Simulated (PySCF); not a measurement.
SMILES COc1ccc(O)cc1, singlet, GFN2-xTB optimised geometry.

```
17

C     -2.38    -2.27     0.00
O     -0.97    -2.21     0.00
C     -0.38    -0.98     0.00
C     -1.05     0.23     0.00
C     -0.34     1.42     0.00
C      1.05     1.42     0.00
O      1.78     2.57     0.00
C      1.72     0.20     0.00
C      1.02    -0.98     0.00
H     -2.63    -3.33     0.00
H     -2.80    -1.80    -0.89
H     -2.80    -1.80     0.90
H     -2.13     0.28     0.00
H     -0.88     2.36     0.00
H      1.19     3.33     0.00
H      2.80     0.21     0.00
H      1.53    -1.93     0.00
```

Density from PBE/def2-SVP in PySCF at that geometry.

Minimum of the electron density along straight lines between bonded atoms, close to the bond critical point (lines longer than 1.1 times the sum of covalent radii, or with two minima, are not listed):

| bond | length / Å | ρ at the minimum / e bohr⁻³ | ∇²ρ there / e bohr⁻⁵ | position (fraction from the first atom) |
|---|---|---|---|---|
| C1–O2 | 1.405 | … | … | 0.35 |
| O2–C3 | 1.367 | 0.281 | -0.33 | 0.66 |
| C3–C4 | 1.388 | 0.307 | -0.75 | 0.51 |
| C4–C5 | 1.387 | 0.304 | -0.73 | 0.50 |
| C5–C6 | 1.385 | 0.310 | -0.77 | 0.49 |
| C6–O7 | 1.365 | 0.283 | -0.34 | 0.34 |
| C6–C8 | 1.393 | 0.307 | -0.77 | 0.51 |
| C3–C9 | 1.396 | 0.306 | -0.76 | 0.51 |
| C8–C9 | 1.376 | 0.311 | -0.76 | 0.50 |
| C1–H10 | 1.089 | 0.282 | -1.08 | 0.64 |
| C1–H11 | 1.095 | 0.277 | -1.02 | 0.64 |
| C1–H12 | 1.095 | 0.277 | -1.02 | 0.64 |
| C4–H13 | 1.078 | 0.280 | -1.03 | 0.63 |
| C5–H14 | 1.082 | 0.276 | -1.00 | 0.62 |
| O7–H15 | 0.964 | 0.356 | … | 0.81 |
| C8–H16 | 1.078 | 0.281 | -1.05 | 0.63 |
| C9–H17 | 1.078 | 0.281 | -1.06 | 0.63 |

### Question
What belongs in the gaps?

### Answer

- C1–O2, ρ at the minimum / e bohr⁻³: 0.258
- C1–O2, ∇²ρ there / e bohr⁻⁵: -0.40
- O7–H15, ∇²ρ there / e bohr⁻⁵: -2.22
